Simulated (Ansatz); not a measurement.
Reaction (ligand exchange at the Si–O bond): `[F][GeH]([F])[O][SiH3]` + `OB(O)F` → `OB(F)O[SiH3]` + `[OH][GeH]([F])[F]`

Program: Ansatz. Geometries: PBE0-D4/def2-TZVP. ΔE: electronic, gas phase. CBS: MP2 limit from def2 TZ/QZ plus the TZ coupled-cluster correction, frozen cores. DFT in def2-TZVPP. B3LYP here is the variant with VWN-RPA as its local correlation; programs differ in this. HSE06 is defined as in plane-wave codes. For Ge outer-core shells are correlated without core-valence functions, which leaves a few kJ/mol of doubt a bond. Scalar relativity is left out up to krypton. Each species was taken in one conformer, which may not be the lowest.

| level | ΔE (kJ/mol) | difference from CCSD(T)/CBS |
| --- | --- | --- |
| LDA (SPW92) | 5.9 | -3.6 |
| PBE-D4 | 6.8 | -2.7 |
| revPBE-D4 | 6.4 | -3.1 |
| BLYP-D4 | 6.6 | -2.9 |
| B97M-V | 7.6 | -1.9 |
| PBE0-D4 | 8.4 | -1.1 |
| B3LYP-D4 | 8.1 | -1.4 |
| r2SCANh-D4 | 8.2 | -1.3 |
| r2SCAN0-D4 | 8.8 | -0.7 |
| HSE06-D4 | 8.5 | -1.0 |
| BHLYP-D4 | 10.5 | 1.0 |
| CAM-B3LYP-D4 | 8.2 | -1.3 |
| ωB97X-V | 8.0 | -1.5 |
| B2PLYP | 8.2 | -1.3 |
| PBE-QIDH | 9.5 | 0.0 |
| PBE | 6.2 | -3.3 |
| revPBE | 6.4 | -3.1 |
| BLYP | 5.7 | -3.8 |
| r2SCAN | 7.6 | -1.9 |
| PBE0 | 7.8 | -1.7 |
| B3LYP | 7.1 | -2.4 |
| r2SCANh | 8.0 | -1.5 |
| r2SCAN0 | 8.6 | -0.9 |
| HSE06 | 7.9 | -1.6 |
| BHLYP | 8.7 | -0.8 |
| CAM-B3LYP | 7.4 | -2.1 |
| LC-ωPBE | 8.1 | -1.4 |
| RPA@PBE/def2-TZVPP | 9.8 | 0.3 |
| HF/def2-SVP | 16.5 | 7.0 |
| CCSD(T)/def2-SVP | 14.8 | 5.3 |
| HF/def2-TZVPP | 11.0 | 1.5 |
| MP2/def2-TZVPP | 9.7 | 0.2 |
| SCS-MP2/def2-TZVPP | 9.9 | 0.4 |
| CCSD/def2-TZVPP | 10.1 | 0.6 |
| CCSD(T)/def2-TZVPP | 9.9 | 0.4 |
| HF/def2-QZVPP | 11.6 | 2.1 |
| MP2/def2-QZVPP | 9.7 | 0.2 |
| HF/CBS(def2) | 11.7 | 2.2 |
| MP2/CBS(def2) | 9.3 | -0.2 |
| CCSD/CBS(def2) | 9.7 | 0.2 |
| CCSD(T)/CBS | 9.5 | 0 |

Largest T1 diagnostic among the species: 0.012.

At CCSD(T), def2-SVP lies +5.3 kJ/mol from the extrapolated value and def2-TZVPP +0.4 kJ/mol. Leaving LDA and LC-ωPBE aside and taking each functional with its dispersion term where it has one, the values spread over 4.1 kJ/mol, from revPBE-D4 to BHLYP-D4.
